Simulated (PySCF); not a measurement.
A geometry optimisation on `CN(C)B(O)O`.

Method: PBE0-D3(BJ)/def2-SVP geometry optimisation, gas phase (PySCF 2.14.0). Start geometry: GFN2-xTB. The input is one job of a driver script: a line of settings, then coordinates in Å.

Command:
```bash
OMP_NUM_THREADS=1 python probes_run.py task.json out
```

Input:
```
{"job": {"xc": "PBE0", "basis": "def2-SVP", "d3": "d3bj", "grid": 1, "shake": 0.01, "kind": "geom"}, "charge": 0, "multiplicity": 1}
C     -0.749350     1.397640    -0.059600
N     -0.283600     0.063440     0.013520
C     -1.339240    -0.918230     0.188330
B      1.116720    -0.260500    -0.076870
O      1.994990     0.746380    -0.254380
O      1.441010    -1.584020     0.011350
H     -1.297910     1.688010     0.852270
H      0.087190     2.101620    -0.199690
H     -1.456760     1.538860    -0.891380
H     -0.869340    -1.903760     0.257450
H     -1.879780    -0.727400     1.132110
H     -2.019890    -0.884670    -0.632230
H      2.881910     0.482040    -0.303310
H      2.366880    -1.754510    -0.045320
```

Output:
```
step   0  E = -310.63421640  max force = 0.042394
step   1  E = -310.63879018  max force = 0.009933
step   2  E = -310.63909431  max force = 0.002574
step   3  E = -310.63909848  max force = 0.001710
step   4  E = -310.63911446  max force = 0.000491
step   5  E = -310.63911673  max force = 0.000138
optimisation converged
```

Energies in Eh; «max force» is the largest Cartesian gradient component in Eh/bohr.

Task: How much energy does the optimisation release, in eV?

Result: E(step 0) − E(last step) = 0.004900 Eh, which is 0.133 eV.

Main results: final energy -310.63912 Eh after 5 steps; dipole 1.87 D.

Task: Where do the atoms end?

Result: 0.026 Å rms from the input after alignment:
```
atom  x, y, z in Å
C1    -0.5568    1.2921   -0.4120
N2    -0.0778   -0.0608   -0.3396
C3    -1.0965   -1.0624   -0.1822
B4     1.2971   -0.3827   -0.4178
O5     2.2044    0.6467   -0.5586
O6     1.6639   -1.7106   -0.3492
H7    -1.1070    1.5793    0.5048
H8     0.2848    1.9844   -0.5376
H9    -1.2502    1.4328   -1.2634
H10   -0.6415   -2.0592   -0.1301
H11   -1.6843   -0.9017    0.7422
H12   -1.8121   -1.0524   -1.0267
H13    3.1189    0.3644   -0.6094
H14    2.6080   -1.8663   -0.4047
```

Task: How long does this job take on an Arm Neoverse V1 with one thread, on a shared host? And the peak memory of the process?

Result: About 34 s, with 0.49 GiB resident at the peak, the Python interpreter and its libraries included.
Labels such as C1 count atoms from 1, the log's own numbers from 0.
